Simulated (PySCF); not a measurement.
# Partial charges of `C=C[C@H](C)N([SiH3])C=C`

Species: C6H13NSi.
Z-matrix (Å and degrees, GFN2-xTB geometry), rows numbered from 1:
```
C 
C   1  1.3196
C   2  1.5055  1  126.95
C   3  1.5285  2  114.33  1    -8.11
N   3  1.4577  2  109.83  1  -133.39
Si  5  1.7313  3  122.37  2  -127.02
C   5  1.3803  3  115.23  2    57.38
C   7  1.3267  5  126.40  3   168.63
H   1  1.0770  2  121.32  3  -179.33
H   1  1.0762  2  122.77  3     0.32
H   2  1.0832  1  120.05  3  -179.96
H   3  1.0974  2  106.89  1   111.26
H   4  1.0867  3  110.41  2    62.14
H   4  1.0873  3  110.81  2   -59.00
H   4  1.0877  3  109.18  2  -178.36
H   6  1.4677  5  112.03  3  -106.83
H   6  1.4631  5  108.52  3   130.72
H   6  1.4629  5  105.08  3    12.13
H   7  1.0839  5  113.96  3   -12.37
H   8  1.0751  7  122.60  5    -1.81
H   8  1.0745  7  120.48  5   178.25
```

Density: PBE0/pcSseg-1 (PySCF); schemes: Mulliken, IAO, Hirshfeld and ESP-fitted. Geometry: GFN2-xTB, one conformer, isolated molecule.

Question: Atoms with like bonding are taken together and averaged. At which atom do the 4 schemes differ most?

Answer: At N5: from -0.759 (Mulliken) to -0.143 e (Hirshfeld), 0.616 e apart.

Question: Which atoms carry the lowest charge in the Mulliken, IAO, Hirshfeld and ESP-fitted schemes?

Answer: The schemes don't all agree: Mulliken N5 (-0.759); IAO N5 (-0.461); Hirshfeld C8 (-0.160); ESP-fitted C8 (-0.659).

Question: For which atoms does the sign change between the 4 schemes (beyond +0.03 e in one, beyond −0.03 e in another)?

Answer: C3 and C7.

Question: Give the atomic charges in each scheme.

Answer: In e; atoms taken as equivalent share a row and are averaged (×n: the atom named and its like, n in all):

| atom | environment | Mulliken | IAO | Hirshfeld | ESP-fitted |
| --- | --- | --- | --- | --- | --- |
| C1 | terminal =CH2 carbon | -0.126 | -0.324 | -0.099 | -0.378 |
| C2 | alkene CH carbon | -0.195 | -0.143 | -0.038 | -0.316 |
| C3 | sp3 carbon bound to nitrogen | -0.102 | -0.001 | +0.028 | +0.493 |
| C4 | methyl carbon | -0.190 | -0.427 | -0.123 | -0.545 |
| N5 | silicon-bound nitrogen | -0.759 | -0.461 | -0.143 | -0.360 |
| Si6 | SiH3 silicon | +0.614 | +0.732 | +0.352 | +0.410 |
| C7 | vinylic carbon bearing nitrogen | +0.108 | -0.035 | -0.003 | +0.046 |
| C8 | terminal =CH2 carbon | -0.264 | -0.423 | -0.160 | -0.659 |
| H9 | vinylic hydrogen | +0.120 | +0.155 | +0.049 | +0.180 |
| H10 | vinylic hydrogen | +0.114 | +0.145 | +0.045 | +0.171 |
| H11 | vinylic hydrogen | +0.103 | +0.149 | +0.044 | +0.160 |
| H12 | methine hydrogen | +0.135 | +0.147 | +0.043 | +0.018 |
| H13/H14/H15 | methyl hydrogen | +0.121 | +0.144 | +0.042 | +0.143 |
| H16/H17/H18 | Si–H hydrogen | -0.093 | -0.130 | -0.077 | -0.088 |
| H19 | vinylic hydrogen | +0.117 | +0.148 | +0.041 | +0.163 |
| H20 | vinylic hydrogen | +0.126 | +0.138 | +0.032 | +0.237 |
| H21 | vinylic hydrogen | +0.114 | +0.154 | +0.040 | +0.216 |

Mean size of the charges over all atoms: ESP-fitted 0.240 e, IAO 0.210 e, Mulliken 0.182 e, Hirshfeld 0.076 e. Each set sums to the total charge, 0, to within 0.001 e. The ESP scheme fits charges at the nuclei, held to the total charge, to the electrostatic potential on points at 1.4 to 2.0 times the van der Waals radii. The Hirshfeld scheme weights the molecular density at each point by an atom's share of the summed free-atom densities.

Some averages cover members that differ in this geometry: H16/H17/H18, Mulliken -0.108 to -0.083 e.

Question: How many electrons does the IAO scheme count on Si6?

Answer: Z − q = 14 − (+0.732) = 13.268.

Question: Sum the charges by element, for elements with more than one atom.

Answer: 
| element | atoms | Mulliken | IAO | Hirshfeld | ESP-fitted |
| --- | --- | --- | --- | --- | --- |
| C | 6 | -0.768 | -1.353 | -0.396 | -1.360 |
| H | 13 | +0.913 | +1.082 | +0.187 | +1.310 |

Question: How closely do the schemes follow one another over all atoms?

Answer: Correlation coefficient and root-mean-square difference: IAO with Hirshfeld 0.97, 0.167 e; Mulliken with IAO 0.91, 0.114 e; Mulliken with Hirshfeld 0.87, 0.166 e; IAO with ESP-fitted 0.85, 0.155 e; Hirshfeld with ESP-fitted 0.79, 0.220 e; Mulliken with ESP-fitted 0.70, 0.215 e.
